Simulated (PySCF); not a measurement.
## MMg cations for M along group 14

PBE0 with double-zeta basis sets in PySCF, for the lowest determinant that a PBE0 search found; no spin–orbit coupling. De refers to high-spin ground-configuration atoms (the charge goes to the atom of lower measured ionisation energy or higher electron affinity, which is not always the lowest computed limit). A positive dipole points towards Mg; it is taken about the centre of mass and depends on that origin.

```csv
M,basis,charged atom,state (unpaired electrons),Re (Å),ωe (cm⁻¹),De (eV),μ (D)
C,x2c-SVPall,Mg+,"quartet (σ ↑, π ↑↑)",2.010,615,1.40,6.44
Si,cc-pVDZ/cc-pV(D+d)Z,Mg+,doublet (π ↑),2.709,279,1.80,4.28
Ge,def2-SVPD,Mg+,doublet (π ↑),2.772,221,1.87,6.71
Sn,x2c-SVPall,Sn+,doublet (π ↑),2.950,195,1.84,7.02
Pb,def2-SVP,Pb+,doublet (π ↑),3.018,179,n/a,7.31
```

The shortest bond is that of MgC⁺ (2.010 Å), the longest that of MgPb⁺ (3.018 Å).

The rows differ in basis set, which adds steps of its own.

The state changes along the series, so neighbouring rows are not always alike in their bonding.

Spin–orbit coupling is left out, which matters for elements this heavy, above all for dissociation energies. For an ion De counts to the pair picked by the measured ionisation energies or electron affinities, which need not be the lowest pair at this level. States were picked by a PBE0 search and need not be the measured ground states.
